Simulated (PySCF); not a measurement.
An unknown is described by computed data only.

Formula: C8H15PS.

- Dipole: 1.64 D [PBE0/pcSseg-1]
- NMR, other nuclei: isotropic shieldings of nuclei other than C and H, by class: 360 (1 P), 496 (1 S) ppm [GIAO PBE0/pcSseg-1]
- 13C NMR: chemical shifts (computed TMS as zero) by class: 38.5 (1 C), 32.0 (2 C), 29.3 (2 C), 27.1 (2 C), 23.8 (1 C) ppm [GIAO PBE0/pcSseg-1]
- 1H NMR: chemical shifts (computed TMS as zero) by class: 2.56 (4 H), 2.14 (1 H), 2.09 (1 H), 1.90 (1 H), 1.86 (2 H), 1.79 (2 H), 1.49 (4 H) ppm [GIAO PBE0/pcSseg-1]
- Rotational structure: rotational constants A, B, C: 2.504, 0.513, 0.456 GHz [PBE0-D3(BJ)/def2-SVP]

Gas-phase values; electronic properties from PySCF, density fitting. Levels stand in brackets. The structure is a single PBE0-D3(BJ)/def2-SVP conformer in the gas phase; no vibrational or solvent corrections. NMR classes are plain means over equivalent atoms (diastereotopic ones count apart unless rotation or inversion swaps them), as if these changed places fast.

Task: Give a SMILES that accounts for the data.

Result: Numbering: `[CH2:1]1[CH2:2][CH:3]([P:4]2[CH2:5][CH2:6][S:7][CH2:8][CH2:9]2)[CH2:10]1`. 8 carbons fall into 5 classes; from least to most shielded: ring sp3 carbon bound to phosphorus [C3] (38.5 ppm), ring sp3 carbon bound to sulfur [C6/C8] (32.0 ppm, 2 C), ring sp3 carbon bound to phosphorus [C5/C9] (29.3 ppm, 2 C), four-membered-ring carbon [C2/C10] (27.1 ppm, 2 C), four-membered-ring carbon [C1] (23.8 ppm). Hydrogen classes from least to most shielded: 4 H on 2 like atoms (sp3 carbon bound to sulfur), C6/C8 (2.56 ppm), 1 H on a four-membered-ring carbon, C1 (2.14 ppm), 1 H on an sp3 carbon bound to phosphorus, C3 (2.09 ppm), 1 H on a four-membered-ring carbon, C1 (1.90 ppm), 2 H on 2 four-membered-ring carbons, C2/C10 (1.86 ppm), 2 H on 2 four-membered-ring carbons, C2/C10 (1.79 ppm), 4 H on 2 like atoms (sp3 carbon bound to phosphorus), C5/C9 (1.49 ppm). The other shieldings belong to: 360 ppm, phosphine phosphorus [P4]; 496 ppm, sulfide sulfur [S7]. The optimised geometry has point group Cs and is an asymmetric top. Structure: `C1CP(C2CCC2)CCS1`. Computed isomers that give other values at the same levels: `C=C[P@@](=S)(C(=C)C)C(C)C` (rotational constant A: 1.001 GHz; this holds for the one conformer computed); `CCC1=C(C)CC[P@@]1(C)=S` (13C chemical shifts (computed TMS as zero) by class: 153.2 (1 C), 144.4 (1 C), 36.1 (1 C), 35.4 (1 C), 23.4 (1 C), 22.2 (1 C), 18.5 (1 C), 18.2 (1 C) ppm); `CC(C)CP1(=S)CC=CC1` (rotational constant A: 1.301 GHz; this holds for the one conformer computed). The assignments are read from this structure; whether some other isomer fits the data as well wasn't checked.
